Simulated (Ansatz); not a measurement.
```yaml
crystal:
  periodic: [false, false, false]
  atoms:
    - {symbol: C, position_ang: [0.962256, -1.566725, -0.607140]}
    - {symbol: N, position_ang: [0.237172, -0.410672, -0.264202]}
    - {symbol: W, position_ang: [-0.449121, 1.137613, 0.151892]}
    - {symbol: O, position_ang: [-1.808775, 0.539307, 1.276754]}
    - {symbol: F, position_ang: [-0.897618, 1.583487, -1.592056]}
    - {symbol: F, position_ang: [-1.050646, 2.917454, 0.542350]}
    - {symbol: Cl, position_ang: [1.476732, 1.789813, 1.195006]}
    - {symbol: H, position_ang: [0.998924, -1.693531, -1.694062]}
    - {symbol: H, position_ang: [1.988704, -1.484604, -0.230676]}
    - {symbol: H, position_ang: [0.506016, -2.460399, -0.167963]}
    - {symbol: H, position_ang: [-1.898045, -0.408642, 1.410598]}
basis:
  gaussian: {orbitals: def2-TZVP, final_grid: {core_spheres: 20, valence_spheres: 16, degree: 47}}
total_charge: 1
magnetization: {spin_polarized: true, initial_magnetization: 1}
hamiltonian: {xc: {name: B3LYP5}}
scf: {lower_state_search: light}
output: {forces: true}
```

```sh
$ ansatz run in.yaml --threads 4 --pin off --events-out ev --progress --plain --max-ram 11315MiB
```

Output, abridged:

```
Functional definition: B3LYP5
1630 factors; their error is unknown
mean field evaluation 1: about -24382.3391 eV, gradient 9.6e1 eV
mean field evaluation 2: about -24103.5967 eV, gradient 2.6e2 eV
mean field evaluation 4: about -24403.9368 eV, gradient 5.4e1 eV
mean field evaluation 8: about -24415.6273 eV, gradient 2.2e0 eV
mean field evaluation 16: about -24415.7086 eV, gradient 5.1e-2 eV
mean field evaluation 32: about -24415.7088 eV, gradient 3.7e-4 eV
mean field -24415.70879510 eV, -897.2607486580 hartree, gradient 8.7e-6 eV, S^2 0.763110; 2 other end points of the search recorded, 0 dependent functions left out
reference -24415.70907213 eV, -897.2607588389 hartree; 37, 36 occupied and 219, 220 virtual orbitals, 1630 factors
Total energy: -24415.70907213 eV, -897.2607588389 hartree
Atom 0 at     0.962256    -1.566725    -0.607140 Å, force    -0.875741    -0.234814     0.176549 eV/Å
Atom 1 at     0.237172    -0.410672    -0.264202 Å, force     2.889210    -4.147109    -1.170204 eV/Å
Atom 2 at    -0.449121     1.137613     0.151892 Å, force    -3.004927     6.243962     1.298628 eV/Å
Atom 3 at    -1.808775     0.539307     1.276754 Å, force     0.599222     0.302090    -0.576727 eV/Å
Atom 4 at    -0.897618     1.583487    -1.592056 Å, force     0.135047    -0.649705     0.515353 eV/Å
Atom 5 at    -1.050646     2.917454     0.542350 Å, force     0.294771    -0.813694    -0.163067 eV/Å
Atom 6 at     1.476732     1.789813     1.195006 Å, force    -0.182608    -0.667313    -0.211163 eV/Å
Atom 7 at     0.998924    -1.693531    -1.694062 Å, force     0.181024     0.204904    -0.180050 eV/Å
Atom 8 at     1.988704    -1.484604    -0.230676 Å, force     0.224584     0.137601    -0.050101 eV/Å
Atom 9 at     0.506016    -2.460399    -0.167963 Å, force     0.041824     0.055601     0.094287 eV/Å
Atom 10 at    -1.898045    -0.408642     1.410598 Å, force    -0.302406    -0.431521     0.266495 eV/Å
Dipole moment:     0.732092    -1.661195    -0.003788 e Å
```

Run time 24 s (4 threads of an Arm Neoverse V2 on a shared host); peak host memory 1.2 GiB.
